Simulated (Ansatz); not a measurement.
Consider the redistribution: `C#[C][SnH2][C]#C` + `[Cl][GeH3]` → `C#[C][SnH2][Cl]` + `C#[C][GeH3]`.

Isolated molecules relaxed with PBE0-D4/def2-TZVP in Ansatz; ΔE leaves out vibrations. CCSD(T)/CBS adds triple-zeta CCSD(T) − MP2 to the extrapolated MP2 energy (def2 sets, frozen cores). DFT in def2-TZVPP. Elements past krypton have def2 core potentials. For Ge, Sn outer-core shells are correlated without core-valence functions, which leaves a few kJ/mol of doubt a bond. Scalar relativity is left out up to krypton.

```csv
level,ΔE (kJ/mol),difference from CCSD(T)/CBS
r2SCANh-D4,-23.6,-1.2
ωB97M-V,-20.1,2.3
PBE-QIDH,-19.8,2.6
PBE,-23.0,-0.6
revPBE,-22.4,0.0
PBE0,-22.1,0.3
BHLYP,-22.3,0.1
HF/def2-SVP,-26.3,-3.9
CCSD/def2-TZVPP,-17.3,5.1
MP2/def2-QZVPP,-20.4,2.0
CCSD(T)/CBS,-22.4,0
```

Largest T1 diagnostic among the species: 0.014.

In def2-TZVPP, CCSD(T) changes the Hartree–Fock value by +3.8 kJ/mol (the triples alone add +0.4 kJ/mol) and MP2 by +3.5 kJ/mol. Leaving LDA and LC-ωPBE aside and taking each functional with its dispersion term where it has one, the values, not all of them listed here, spread over 4.4 kJ/mol, from B97M-V to PBE-QIDH.
